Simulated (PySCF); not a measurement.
# Basis-set dependence of population analyses: `B1OCCCO1`

C₃H₇BO₂.
Geometry (PBE0-D3(BJ)/def2-SVP, Å), atoms numbered from 1 in this order:
```
atom  x, y, z in Å
B1    -0.6034    1.6209    0.2175
O2     0.7405    1.4400    0.1253
C3     1.2671    0.1624   -0.1673
C4     0.3317   -0.9387    0.2944
C5    -1.0579   -0.6906   -0.2608
O6    -1.5015    0.6181    0.0305
H7    -1.0175    2.7217    0.4797
H8     2.2498    0.0821    0.3229
H9     1.4405    0.0876   -1.2564
H10    0.2903   -0.9471    1.3969
H11    0.7060   -1.9234   -0.0263
H12   -1.0659   -0.8359   -1.3564
H13   -1.7885   -1.3962    0.1645
```

PBE0 throughout (PySCF), one geometry, spherical d and f functions. Geometry: PBE0-D3(BJ)/def2-SVP, one conformer, isolated molecule. Atoms taken as equivalent share a column and are averaged.

Mulliken charges (e):

```tsv
basis	functions	B1	O2/O6	C3/C5	C4	H7	H8/H9/H12/H13	H10/H11
pcSseg-0	68	+0.649	-0.673	-0.101	-0.646	+0.002	+0.250	+0.270
cc-pVDZ	119	+0.111	-0.206	+0.127	-0.148	-0.081	+0.043	+0.051
pcSseg-1	137	+0.493	-0.503	+0.070	-0.344	-0.036	+0.121	+0.136
aug-cc-pVDZ	201	-0.402	-0.488	+0.998	+0.316	+0.649	-0.287	-0.218
cc-pVTZ	278	+0.103	-0.218	+0.026	-0.214	-0.035	+0.082	+0.100
IGLO-III	280	+0.514	-0.388	-0.089	-0.234	-0.074	+0.122	+0.130
pcSseg-2	314	+0.551	-0.480	+0.205	-0.144	-0.097	+0.037	+0.046
```

IAO charges (e):

```csv
basis,functions,B1,O2/O6,C3/C5,C4,H7,H8/H9/H12/H13,H10/H11
pcSseg-0,68,+0.309,-0.374,-0.078,-0.318,-0.002,+0.150,+0.156
cc-pVDZ,119,+0.343,-0.395,-0.049,-0.290,-0.004,+0.138,+0.144
pcSseg-1,137,+0.351,-0.403,-0.050,-0.292,-0.004,+0.140,+0.144
aug-cc-pVDZ,201,+0.352,-0.407,-0.052,-0.295,-0.002,+0.142,+0.147
cc-pVTZ,278,+0.364,-0.409,-0.052,-0.298,-0.006,+0.142,+0.148
IGLO-III,280,+0.364,-0.412,-0.053,-0.298,-0.004,+0.143,+0.148
pcSseg-2,314,+0.366,-0.412,-0.052,-0.298,-0.005,+0.142,+0.148
```

Hirshfeld charges (e):

```
      basis  functions      B1   O2/O6   C3/C5      C4      H7  H8/H9/H12/H13  H10/H11
   pcSseg-0         68  +0.179  -0.179  +0.025  -0.063  -0.068         +0.043   +0.044
    cc-pVDZ        119  +0.182  -0.165  +0.014  -0.074  -0.065         +0.042   +0.046
   pcSseg-1        137  +0.203  -0.183  +0.012  -0.077  -0.062         +0.045   +0.049
aug-cc-pVDZ        201  +0.206  -0.184  +0.004  -0.086  -0.057         +0.048   +0.053
    cc-pVTZ        278  +0.204  -0.180  +0.007  -0.081  -0.061         +0.046   +0.050
   IGLO-III        280  +0.209  -0.186  +0.004  -0.085  -0.058         +0.048   +0.052
   pcSseg-2        314  +0.211  -0.186  +0.004  -0.084  -0.059         +0.048   +0.052
```

ESP-fitted charges (e):

```json
{"basis": "pcSseg-0", "functions": "68", "B1": "+0.915", "O2/O6": "-0.716", "C3/C5": "+0.458", "C4": "-0.379", "H7": "-0.231", "H8/H9/H12/H13": "+0.005", "H10/H11": "+0.095"}
{"basis": "cc-pVDZ", "functions": "119", "B1": "+0.600", "O2/O6": "-0.503", "C3/C5": "+0.342", "C4": "-0.320", "H7": "-0.150", "H8/H9/H12/H13": "+0.007", "H10/H11": "+0.083"}
{"basis": "pcSseg-1", "functions": "137", "B1": "+0.743", "O2/O6": "-0.606", "C3/C5": "+0.418", "C4": "-0.353", "H7": "-0.175", "H8/H9/H12/H13": "-0.002", "H10/H11": "+0.085"}
{"basis": "aug-cc-pVDZ", "functions": "201", "B1": "+0.647", "O2/O6": "-0.531", "C3/C5": "+0.344", "C4": "-0.351", "H7": "-0.154", "H8/H9/H12/H13": "+0.011", "H10/H11": "+0.093"}
{"basis": "cc-pVTZ", "functions": "278", "B1": "+0.653", "O2/O6": "-0.526", "C3/C5": "+0.334", "C4": "-0.332", "H7": "-0.160", "H8/H9/H12/H13": "+0.011", "H10/H11": "+0.089"}
{"basis": "IGLO-III", "functions": "280", "B1": "+0.658", "O2/O6": "-0.535", "C3/C5": "+0.341", "C4": "-0.350", "H7": "-0.156", "H8/H9/H12/H13": "+0.012", "H10/H11": "+0.094"}
{"basis": "pcSseg-2", "functions": "314", "B1": "+0.694", "O2/O6": "-0.555", "C3/C5": "+0.357", "C4": "-0.358", "H7": "-0.167", "H8/H9/H12/H13": "+0.010", "H10/H11": "+0.095"}
```

Some averages cover members that differ in this geometry, most widely: H10/H11, ESP-fitted in pcSseg-0 +0.056 to +0.134; H10/H11, ESP-fitted in pcSseg-2 +0.060 to +0.129; H10/H11, ESP-fitted in IGLO-III +0.060 to +0.128; H10/H11, ESP-fitted in aug-cc-pVDZ +0.060 to +0.127 e.

Question: Which scheme is steadiest as the basis changes?

Answer: Largest range over the bases for any column: Hirshfeld 0.03 e, IAO 0.06 e, ESP-fitted 0.32 e, Mulliken 1.10 e. Hirshfeld charges move least and Mulliken charges most, counted in e.

Question: How much do the charges still move between the two largest bases, IGLO-III and pcSseg-2?

Answer: At most, over all atoms: Mulliken 0.295 e, IAO 0.002 e, Hirshfeld 0.002 e, ESP-fitted 0.036 e.

Question: What do the same runs give for the total energy, the frontier levels and the dipole moment?

Answer: 
```tsv
basis	energy (Eh)	HOMO (eV)	LUMO (eV)	μ (D)
pcSseg-0	-292.8987	-8.32	1.17	3.93
cc-pVDZ	-293.5923	-8.13	1.12	2.99
pcSseg-1	-293.5457	-8.34	0.85	3.21
aug-cc-pVDZ	-293.6115	-8.31	-0.18	2.97
cc-pVTZ	-293.6813	-8.29	0.78	2.96
IGLO-III	-293.6967	-8.32	0.47	2.97
pcSseg-2	-293.6910	-8.34	0.37	3.01
```

The dipole is fixed by the density alone, so its range of 0.97 D shows that the density itself changes with the basis, not only its division among atoms.
